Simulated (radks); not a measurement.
Results of a calculation; reference values are marked as such.
Sc8+, 13 electrons, occupied as [Ne] 3s2 5f1 (not the ground configuration). Level of theory: scalar-relativistic Kohn-Sham, PBEsol, spin-unpolarised, spherical densities, finite nucleus; Fermi nuclear charge, rms radius 3.5459 fm (a radial shooting solver on a logarithmic mesh with Libxc functionals).

Normalised radial functions P(r) = r R(r), r in bohr:

r,3s,5f
0.006908,0.1463,0.0000
0.007914,0.1637,0.0000
0.009067,0.1825,0.0000
0.01031,0.2014,0.0000
0.01181,0.2228,0.0000
0.01342,0.2437,0.0000
0.01537,0.2666,0.0000
0.01761,0.2895,0.0000
0.02002,0.3104,0.0000
0.02293,0.3310,0.0000
0.02628,0.3487,0.0000
0.02986,0.3613,0.0000
0.03421,0.3687,0.0000
0.0392,0.3678,0.0000
0.04455,0.3573,0.0000
0.05104,0.3336,0.0001
0.05848,0.2944,0.0001
0.06646,0.2416,0.0002
0.07614,0.1674,0.0003
0.08724,0.0742,0.0005
0.09915,-0.0296,0.0007
0.1136,-0.1533,0.0012
0.1301,-0.2847,0.0019
0.1479,-0.4068,0.0030
0.1695,-0.5233,0.0047
0.1926,-0.6075,0.0071
0.2207,-0.6546,0.0110
0.2528,-0.6433,0.0169
0.2873,-0.5688,0.0250
0.3292,-0.4166,0.0374
0.3771,-0.1930,0.0550
0.4286,0.0693,0.0778
0.4911,0.3777,0.1103
0.5626,0.6816,0.1527
0.6395,0.9273,0.2025
0.7326,1.1098,0.2649
0.8394,1.1846,0.3331
0.954,1.1475,0.3946
1.093,1.0069,0.4444
1.252,0.7974,0.4608
1.423,0.5797,0.4295
1.63,0.3689,0.3334
1.868,0.2064,0.1686
2.123,0.1047,-0.0375
2.432,0.0436,-0.2789
2.765,0.0163,-0.4857
3.167,0.0047,-0.6266
3.629,0.0011,-0.6520
4.124,0.0002,-0.5674
4.725,0.0000,-0.4075
5.413,0.0000,-0.2433
6.153,0.0000,-0.1246
7.049,0.0000,-0.0491
8.076,0.0000,-0.0151
9.179,0.0000,-0.0039
10.52,0.0000,-0.0007

3s: eigenvalue -204.91 eV, 2 radial nodes at r = 0.0958, 0.415 bohr, <r> = 0.929 bohr, 90 % of the charge inside 1.35 bohr. 5f: eigenvalue -43.115 eV, 1 radial node at r = 2.08 bohr, <r> = 3.34 bohr, 90 % of the charge inside 4.75 bohr.
